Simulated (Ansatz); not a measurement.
Reaction (atomization): `CB(N)[SiH2][SiH3]` → B• + C• + 10 H• + N• + 2 Si•

Program: Ansatz. Geometries: PBE0-D4/def2-TZVP. ΔE: electronic, gas phase. CCSD(T)/CBS adds triple-zeta CCSD(T) − MP2 to the extrapolated MP2 energy (def2 sets, frozen cores). This one scheme is used for every species, atoms too. DFT in def2-TZVPP. No spin–orbit coupling; open shells (•) take unrestricted orbitals. Spin–orbit coupling would lower the free atoms: a little for B, C, Si. One conformer a species, not always the lowest.

`CB(N)[SiH2][SiH3]`:

Cartesian coordinates in Å:
```
C -1.802 0.881 0.215
B -0.637 0.048 0.864
N -0.907 -0.915 1.831
Si 1.286 0.310 0.278
Si 1.569 -0.461 -1.915
H -2.792 0.634 0.611
H -1.827 0.733 -0.870
H -1.639 1.954 0.361
H -0.201 -1.473 2.280
H -1.842 -1.118 2.151
H 1.682 1.750 0.292
H 2.256 -0.425 1.147
H 0.635 0.249 -2.833
H 2.955 -0.251 -2.416
H 1.265 -1.917 -1.996
```

```tsv
level	ΔE (eV)
PBE0-D4	53.17
ωB97X-V	53.55
CCSD(T)/def2-TZVPP	51.85
MP2/CBS(def2)	53.15
```

Question: What does CCSD(T)/CBS give? (Estimate.)

Answer: The calculation gave: +53.13 eV. The listed levels differ from it by 0.04, 0.42, -1.28, 0.02 eV.

Largest T1 diagnostic among the species: 0.014.

In def2-TZVPP, CCSD(T) changes the Hartree–Fock value by +11.75 eV (the triples alone add +0.57 eV) and MP2 by +11.77 eV; breaking electron pairs costs correlation energy, which Hartree–Fock lacks. The D4 term adds +0.53 eV with B3LYP and +0.28 eV with PBE0; it sums over pairs of atoms, weighted by their polarisabilities, and B3LYP, whose exchange is more repulsive, gets the larger term.

B3LYP here is the variant with VWN-RPA as its local correlation; programs differ in this.

For atomizations the MP2-based limit and the directly extrapolated one differ by several kJ/mol either way, and by 10 to 25 for some Ge, Se and Sn compounds, so smaller differences from it don't rank the levels.
